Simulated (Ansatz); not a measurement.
The cluster Re₂O₂⁺ (the lowest doublet isomer of a short search). The state is a doublet with charge 1. Geometry PBE0-D4/def2-TZVP, basis def2-TZVP, Ansatz.

| atom | x (Å) | y (Å) | z (Å) |
| --- | --- | --- | --- |
| Re1 | 0.808 | -0.128 | 0.823 |
| Re2 | -0.700 | -0.512 | -0.786 |
| O3 | -2.147 | -0.059 | -0.117 |
| O4 | 2.039 | 0.699 | 0.081 |

```csv
run,HOMO (eV),LUMO (eV)
A,-11.22,-10.23
B,-11.51,-10.02
C,-14.21,-7.27
D,-12.20,-9.34
E,-13.42,-8.37
```

In the def2 sets Re takes a core potential; there is no spin–orbit coupling. The structure comes from a short search, and lower isomers may exist.

HOMO and LUMO are taken over both spins.

**Question.** The runs used CAM-B3LYP, PBE, PBE0, r2SCAN, ωB97X-V. Estimate which is which.

**Answer.** A PBE (0 % exact exchange); B r2SCAN (0 % exact exchange); C ωB97X-V (range-separated); D PBE0 (25 % exact exchange); E CAM-B3LYP (range-separated). Exact exchange lowers occupied and raises empty levels; among semilocal functionals meta-GGAs tend to open the gap a little, and such runs are hard to tell apart. The gap grows from 0.99 eV (PBE) to 6.94 eV (ωB97X-V). At r2SCAN-D4/def2-TZVP, ωB97X-V/def2-TZVP, PBE0-D4/def2-TZVP, CAM-B3LYP-D4/def2-TZVP the charge 1 doublet is spin-contaminated (final ⟨S²⟩ up to 1.00, 0.75 for a pure state).
